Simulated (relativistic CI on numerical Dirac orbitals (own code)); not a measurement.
# Ho IV: what numerical and physical settings do to a radial Dirac CI calculation

Reference input:

```
atom Ho  Z=67  charge=3  electrons=64
nucleus A=165  rms_radius_fm=5.2022
hamiltonian dirac-coulomb  breit=on  qed=on  c_scale=1
orbitals kli  potential=per-configuration
slater_scale 1
correlation none
mixing on
grid step=0.0125 r_max=50.3
scf mixing=0.4 start=green max_iterations=150 tolerance=2e-08 node_fill=0.05
configurations
  [Xe] 4f10
  [Kr] 4d10 4f12 5s2 5p4
end
```

Computed lowest total energy -12599.92463 Ha, first excitation 4992.7 cm⁻¹, 28 SCF steps. Runs with settings changed; * marks those that are bad on purpose:

```csv
Changed,Outcome,Lowest level,ΔE (Ha),First excitation (cm⁻¹),SCF steps,Message
"node fill of the KLI weights 0.01, Breit term off, end of the grid at 25.15 bohr",converged,4f10 5p6 5I_8,-12.2,5132.7,26,
grid step 0.04,converged,4f10 5p6 5I_8,0.000675,4992.7,28,
QED terms off,converged,4f10 5p6 5I_8,-8.17,4968.1,28,
end of the grid at 1.51 bohr *,not converged,,,,1,SCF of 1s2 2s2 2p6 3s2 3p6 3d10 4s2 4p6 4d10 4f10 5s2 5p6 stopped: an orbital could not be found
nuclear radius 52.022 fm *,converged,4f10 5p6 5I_8,56.6,5004.8,27,
```

With so few configurations and no correlation, terms lie too far apart (by 10 to 50 % near neutrality), their order can be wrong, and levels of other configurations are missing.
